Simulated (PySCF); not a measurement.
## How methods differ on the ionisation energy of Ni

Ni [Ar] 3d8 4s2 (3F) → Ni+ [Ar] 3d9 (2D), as a difference of total energies. Computed with PySCF 2.14 in def2-TZVPPD (6s6p4d2f1g, 67 functions), with no relativity, point nucleus. Correlated levels: valence: [Ar] frozen; valence and next inner shell: [Ne] frozen. The calculations carry no spin-orbit coupling.

| method | ionisation energy (eV) |
| --- | --- |
| UHF | 7.715 |
| LDA | 7.034 |
| PBE | 7.140 |
| PBE0 | 7.238 |
| r2SCAN | 7.653 |
| r2SCANh | 7.664 |
| HSE06 | 7.333 |
| CAM-B3LYP | 7.344 |
| BP86 | 7.302 |
| MP2 (valence) | 6.381 |
| SCS-MP2 (valence) | 6.600 |
| MP2 (valence and next inner shell) | 5.892 |
| SCS-MP2 (valence and next inner shell) | 6.225 |

**Question.** How much does correlation contribute at MP2 (valence and next inner shell)?

**Answer.** 5.892 − (7.715) = -1.823 eV, measured against UHF.

A first-order spin-orbit estimate (lowest level to lowest level, LS coupling) adds 0.048 eV.

These non-relativistic numbers lack the scalar-relativistic shift.

Errors of the correlated levels include the incompleteness of this basis and the frozen core.

MP2 underrates the near-degeneracy of ns² with np² in the lower species.

For comparison: 7.640 eV (measured; NIST Atomic Spectra Database, ionization energies).
